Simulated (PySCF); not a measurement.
**Broadened absorption spectrum of C6H11P**

Compound: C₆H₁₁P.
InChI=1S/C6H11P/c1-4-6(3)7-5-2/h2,6-7H,4H2,1,3H3/t6-/m0/s1

Theory: TDDFT CAM-B3LYP/def2-SVPD, vertical, gas phase, core orbitals frozen in the response (PySCF). The structure is a single GFN2-xTB conformer in the gas phase; no vibrational or solvent corrections.

Broadening: Gaussians 0.5 eV wide at half height, area fixed by f = 4.319×10⁻⁹ ∫ε dν̃. The width is an assumption, not a result. The curve ends short of the highest state used, and states not computed would add to its high-energy end.

E (eV), ε (L mol⁻¹ cm⁻¹) and a bar:
```
     4.71          2 
     4.79          6 
     4.87         19 
     4.95         51 
     5.03        119 #
     5.11        238 ##
     5.19        415 ###
     5.27        627 ####
     5.35        823 #####
     5.43        945 ######
     5.51        963 ######
     5.59        909 ######
     5.67        872 ######
     5.74        938 ######
     5.82       1185 ########
     5.90       1593 ##########
     5.98       2040 #############
     6.06       2363 ###############
     6.14       2452 ################
     6.22       2331 ###############
     6.30       2154 ##############
     6.38       2115 ##############
     6.46       2339 ###############
     6.54       2819 ##################
     6.62       3432 ######################
     6.70       4005 ##########################
     6.78       4399 #############################
     6.86       4567 ##############################
     6.94       4579 ##############################
     7.02       4608 ##############################
```

Task: Locate the maxima and give the states behind the curve.

Result: 226 nm (5.48 eV), ε about 970, made up of S1 (97%); 202 nm (6.13 eV), ε about 2500, made up of S2 (95%); 180 nm (6.90 eV), ε about 4600, made up of S4 (15%), S5 (52%) and S6 (23%) (hardly more than a shoulder) (ε in L mol⁻¹ cm⁻¹; maxima over ε = 5, shares over 10%). At its high-energy end, 7.02 eV, the curve is still rising (ε about 4600, from S5 and S6). The states used: S1 5.46 eV (f 0.017); S2 6.10 eV (f 0.043); S3 6.60 eV (f 0.022); S4 6.73 eV (f 0.017); S5 6.86 eV (f 0.045); S6 7.18 eV (f 0.045); S7 7.60 eV (f 0.062); S8 7.62 eV (f 0.318).

Task: What would ε be at 6.90 eV, the highest of these maxima, with half the width (0.25 eV)?

Result: About 5280 L mol⁻¹ cm⁻¹ against 4580, a factor of about 1.2; a lone state at its own centre would give exactly 2.

Task: On this curve, what absorbance would a 10⁻³ mol/L sample give at 248 nm over a 1 cm path?

Result: 248 nm is 4.999 eV, where ε is about 88 L mol⁻¹ cm⁻¹, so A = ε c l ≈ 0.088 (Beer–Lambert, with the gas-phase spectrum and the assumed width).

Task: Coming from long wavelengths, where does ε first pass 100 L mol⁻¹ cm⁻¹?

Result: At about 247 nm (5.01 eV), 0.45 eV below S1.
